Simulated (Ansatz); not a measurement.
Calculated with Ansatz (gas phase, PBE0-D4/def2-TZVP geometries, no zero-point term in ΔE). CBS: MP2 limit from def2 TZ/QZ plus the TZ coupled-cluster correction, frozen cores. DFT in def2-TZVPP. B3LYP here is the variant with VWN-RPA as its local correlation; programs differ in this. One conformer a species, not always the lowest.

`CN1CSC1O` + `O[SiH2][AlH2]` → `CO[SiH2][AlH2]` + `OC1NCS1`  (substitution at a C–N bond)

```
             level  ΔE (eV)
            PBE-D4     0.61
          B3LYP-D4     0.58
           ωB97X-V     0.59
            r2SCAN     0.61
              PBE0     0.59
   CCSD/def2-TZVPP     0.62
SCS-MP2/def2-QZVPP     0.64
    CCSD/CBS(def2)     0.62
```

Q: What does CCSD(T)/CBS give? (Estimate.)

A: Ansatz gave: +0.64 eV. The listed levels differ from it by -0.03, -0.06, -0.05, -0.03, -0.05, -0.02, 0.00, -0.02 eV.

Largest T1 diagnostic among the species: 0.012.

The D4 term adds +0.04 eV with B3LYP and +0.02 eV with PBE0; it sums over pairs of atoms, weighted by their polarisabilities, and B3LYP, whose exchange is more repulsive, gets the larger term. In def2-TZVPP, CCSD(T) changes the Hartree–Fock value by +0.13 eV (the triples alone add +0.02 eV) and MP2 by +0.20 eV.
